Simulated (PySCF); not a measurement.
This PySCF input asks for the NMR shieldings of SMILES C(=C(F)F)(F)/C=C/[SiH2]S[SiH3], C₄H₇F₃SSi₂; the geometry comes from GFN2-xTB.

```python
import basis_set_exchange as bse
import numpy as np
from pyscf import gto, dft
from pyscf.prop import nmr

atoms = """
F     2.995600    1.949035    1.611125
C     3.585613    1.145214    0.738511
F     4.899721    1.303637    0.767766
C     2.917982    0.297479   -0.051982
F     3.641826   -0.463752   -0.898388
C     1.482571    0.134725   -0.068322
C     0.847396   -0.718089   -0.875925
Si   -1.009602   -0.965327   -0.919382
S    -1.826227    0.396710    0.527366
Si   -3.949102    0.147376    0.327576
H     0.939734    0.756383    0.628562
H     1.438190   -1.317540   -1.556236
H    -1.546948   -0.640251   -2.238876
H    -1.360201   -2.331180   -0.535147
H    -4.321234    0.525922   -1.029664
H    -4.473727    1.044129    1.340189
H    -4.268591   -1.252443    0.575869
"""
names = dict.fromkeys(["F", "C", "Si", "S", "H"], "pcSseg-1")
basis = {el: gto.basis.parse(bse.get_basis(n, elements=[el], fmt="nwchem")) for el, n in names.items()}
mol = gto.M(atom=atoms, basis=basis, charge=0, verbose=0)
mf = dft.RKS(mol, xc="PBE0")
mf.grids.level = 2
mf.grids.alignment = dft.numint.BLKSIZE   # the property module wants whole blocks of grid points
mf.conv_tol = 1e-9
mf.kernel()

calc = nmr.RKS(mf)   # GIAO
C = mf.mo_coeff
Co = C[:, mf.mo_occ > 0]
resp = mf.gen_response(singlet=True, hermi=2)
def vind(x):   # induced exchange potential for any number of trial vectors
    d = np.einsum("pi,xij,qj->xpq", C, 2 * x.reshape(-1, C.shape[1], Co.shape[1]), Co, optimize=True)
    return np.einsum("xpq,pi,qj->xij", resp(d - d.transpose(0, 2, 1)), C, Co, optimize=True).ravel()
mo1, _ = nmr.rhf.solve_mo1(calc, with_cphf=vind)
sigma = calc.kernel(mo1)
for i, s in enumerate(sigma):   # ppm
    print("%2d %-2s %9.2f" % (i, mol.atom_pure_symbol(i), np.trace(s) / 3))
```

Q: What does it print?

A: 
```
 0 F     284.86
 1 C      18.01
 2 F     270.04
 3 C      48.01
 4 F     369.68
 5 C      46.16
 6 C      62.30
 7 Si    382.14
 8 S     852.17
 9 Si    408.10
10 H      24.63
11 H      25.32
12 H      26.56
13 H      26.52
14 H      26.97
15 H      26.93
16 H      26.99
```

These numbers come from an equivalent density-fitted implementation of the same equations, which agrees with the script to about 0.01 ppm for H and up to a few tenths of a ppm for heavy atoms, so last digits may differ.

Q: Turn these shieldings into chemical shifts. References, each an isolated molecule treated in the same way: ¹⁹F (170.95 ppm) against CFCl3; ¹³C (186.93 ppm), ²⁹Si (349.16 ppm), ¹H (31.72 ppm) vs TMS; CS2 for ³³S (503.73 ppm).

A: Averaging equivalent atoms: F 2: -99.1; F 0: -113.9; F 4: -198.7; C 1: 168.9; C 5: 140.8; C 3: 138.9; C 6: 124.6; Si 7: -33.0; Si 9: -58.9; S 8: -348; H 10: 7.09; H 11: 6.40; H 12/13: 5.18; H 14/15/16: 4.75 ppm. Unscaled 19F shifts against computed CFCl3 carry errors that often reach 10 to 50 ppm.

Size and cost of the density-fitted run: 226 basis functions, 38 s wall time on 1 thread of an Intel Xeon 6975P-C, shared host; peak memory 1 GiB.
